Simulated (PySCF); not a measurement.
**Exercise with solution: refractive index and permittivity of the vapour**

GaFClBr, SMILES [F][Ga]([Cl])[Br].

Coordinates come from a B3LYP-D3(BJ)/def2-SVP optimisation.

PBE/def2-TZVPD (PySCF) gives a mean static polarisability of 65.5 bohr³ and a dipole moment of 1.07 D. Take an ideal gas at 298.15 K and 1 bar, whether or not the substance is that volatile.

Work out n − 1 in the optical limit and the static ε − 1.


Polarisability volume α' = 65.5 × 0.148185 = 9.71 Å³. Number density N = p/kT = 2.43e-5 Å⁻³.
Dilute limit of Lorentz–Lorenz: n − 1 = 2π N α' = 0.0015.
Orientation term of Debye: μ²/(3kT) = 8.098 Å³ × μ²(D²) = 9.27 Å³.
ε − 1 = 4π N (α' + μ²/3kT) = 0.0058. Orientation of the dipole supplies 49 % of the static response; it can't follow optical fields. Vibrational polarisation and dispersion are left out.
